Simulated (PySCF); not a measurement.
Compound: C3H8AlBr.
Bonds: C1–C2, C2–C3, C2–Al4, Al4–Br5. Hydrogens: H6, H7, H8 on C1; H9 on C2; H10, H11, H12 on C3; H13 on Al4.

The calculation used PBE0-D3(BJ)/def2-SVP geometry optimisation, gas phase in PySCF 2.14.0.

**Question.** How far are the bound atoms from Al4?

**Answer.** 3 atoms: H13 1.584 Å, C2 1.965 Å, Br5 2.268 Å. The nearest atom not counted as bound is H9, at 2.52 Å.

**Question.** List the angles at Al4.

**Answer.** 
```csv
angle,degrees,distance of the outer atoms (Å)
C2–Al4–H13,128.5,3.20
Br5–Al4–H13,116.5,3.30
C2–Al4–Br5,115.0,3.57
```

**Question.** What is the shape at Al4?

**Answer.** Planar: angles 128.5°, 116.5° and 115.0°, sum 360.0°, 0.00 Å off the plane of its three neighbours.

**Question.** What are the other bond lengths?

**Answer.** C1–C2, C2–C3 1.532 Å; C1–H6 and 5 like bonds 1.103 Å; C2–H9 1.106 Å.

**Question.** Give some angles away from the centre.

**Answer.** C1–C2–C3 111.2°, C1–C2–Al4 110.7°.

Point group: near Cs, missed by 0.22 Å at most; the miss may be what the optimiser left on a soft mode. Charge 0, singlet. Stationary, but not proved a minimum.

Shape of the structure used: `[CH3:1][CH:2]([CH3:3])[AlH:4][Br:5]`: C1–C2–Al4–Br5 65°.

One conformer stands for the species.
